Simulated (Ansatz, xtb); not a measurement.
## Ranking isomers of H4InSi2

3 gas-phase structures of H4InSi2, found in a search over its isomers (lower ones may exist). Each was relaxed with GFN2-xTB:

A. a doublet given by its coordinates
B. `[SiH][In][SiH3]`, a doublet
C. `[SiH3][SiH][In]`, a doublet

A (Å):

| atom | x (Å) | y (Å) | z (Å) |
| --- | --- | --- | --- |
| In | -1.1898 | -2.3853 | -2.2295 |
| Si | -1.1008 | 0.3804 | -2.0673 |
| Si | -0.9489 | -0.9173 | 0.1017 |
| H | -2.5148 | 0.8651 | -1.9454 |
| H | -0.4400 | 1.6756 | -1.7748 |
| H | 0.5353 | -0.8190 | 0.3131 |
| H | -1.3465 | 0.0523 | 1.1508 |

Close contacts (Å): In1–Si2 2.77, In1–Si3 2.77, Si2–Si3 2.53, Si2–H4 1.50, Si2–H5 1.48, Si3–H6 1.50, Si3–H7 1.48.

Estimate their order in r2SCAN-D4/def2-SVP energy at these geometries, lowest first.

Calculated order at r2SCAN-D4/def2-SVP: C (0.000), A (0.530), B (1.122) eV.

Energies above the lowest of each column, in eV:

```tsv
structure	GFN2-xTB	HF/STO-3G	r2SCAN-D4/def2-SVP
C	0.000	0.000	0.000
A	0.179	0.573	0.530
B	0.368	1.280	1.122
```

Every level run on C puts it lowest or level with the lowest. Some further structures that were screened fall inside this span and aren't listed. Flexible structures stand in one conformer each, not always the lowest. Frequencies (BLYP-D3(BJ)/def2-SVP) were run for C alone. Open shells are spin-unrestricted, some with notable spin contamination. Atoms past krypton carry core potentials in the def2 sets, without spin–orbit terms.

Programs: Ansatz 0.2.0, xtb 6.7.1.
